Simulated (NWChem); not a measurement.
System: CH5BOS; SMILES COBS

The following NWChem deck was run.

```
start job
memory heap 200 mb stack 900 mb global 1100 mb
geometry units angstroms
  B     -0.953386    -0.058500    -0.093995
  H     -2.112530    -0.348057    -0.259402
  O     -0.597705     1.231027    -0.232176
  C      0.720271     1.692075    -0.064837
  H      0.731030     2.777520    -0.233840
  H      1.089072     1.488047     0.954645
  H      1.405795     1.214057    -0.784936
  S      0.276722    -1.328953     0.329805
  H     -0.594971    -2.356990     0.332912
end
basis spherical
  B library sto-3g
  H library sto-3g
  O library sto-3g
  C library sto-3g
  S library sto-3g
end
dft
  xc hfexch
  iterations 150
end
driver
  maxiter 120
end
task dft optimize
task dft freq
```

The level has its own optimisation; frequencies are unscaled.

Task: Predict the main results of this run. (Hartree-Fock/STO-3G.) Quantities: r B–H (Å); r B–O (Å); r B–S (Å); r C–O (Å); highest harmonic frequency (cm⁻¹); lowest (cm⁻¹); zero-point energy (kcal/mol); dipole (D).

Result: 
- r B–H (Å): 1.162
- r B–O (Å): 1.343
- r B–S (Å): 1.779
- r C–O (Å): 1.431
- highest harmonic frequency (cm⁻¹): 3719
- lowest (cm⁻¹): 100
- zero-point energy (kcal/mol): 49.1
- dipole (D): 0.77
